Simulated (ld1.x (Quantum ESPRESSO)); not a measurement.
**Yb: excitation energies, all-electron against PAW**

ld1.x (Quantum ESPRESSO) 7.5 input, shortened:

```
&input
   title='Yb', zed=70., rel=1, dft='PBE', iswitch=3,
   config='[Xe] 4f14 5d0.5 6s1.5 6p0'
 /
 &inputp
   pseudotype=3, lpaw=.true., tm=.true., lloc=-2, rcloc=2.20,
   nlcc=.true., rcore=1.20,
   which_augfun='BESSEL', rmatch_augfun=1.20
 /
6
5S  1  0   2.00   0.00  1.55  1.85  0.0
6S  2  0   1.50   0.00  1.55  1.85  0.0
5P  2  1   6.00   0.00  1.95  2.35  0.0
6P  3  1   0.00   0.00  1.95  2.35  0.0
5D  3  2   0.50   0.00  3.15  3.70  0.0
5D  3  2   0.00   3.00  3.15  3.70  0.0
 &test
   configts(1)='5s2 5p6 5d0.5 6s1.5 6p0'
 /
```

Energies are relative to the spin-unpolarised reference configuration 5s2 5p6 5d0.5 6s1.5 6p0; without spin polarisation the order of configurations can differ from experiment.

```
valence configuration  charge  ΔE all-electron (eV)  error AE − PS (meV)
  5s2 5p6 5d0 6s2 6p0       0                -1.628                 +2.4
  5s2 5p6 5d0 6s1 6p0      +1                 4.904                  -32
  5s2 5p6 5d0 6s0 6p0      +2                17.149                 -155
  5s2 5p6 5d0 6s0 6p2       0                 4.414                  -30
  5s1 5p6 5d0 6s2 6p0      +1                59.473                 -945
  5s2 5p6 5d0 6s0 6p1      +1                 8.692                  -60
```

(1) What are ΔE and the potential's error for 5s2 5p5 5d0 6s2 6p0?

Levels in the configuration 5s2 5p6 5d0 6s0 6p1:

```
level  all-electron (eV)  pseudo (eV)
   5s            -63.275      -63.656
   5p            -35.733      -36.039
   6p             -6.311       -6.359
```

Answers

(1) ΔE = 31.362 eV all-electron; the error (AE − PS) is -580 meV.
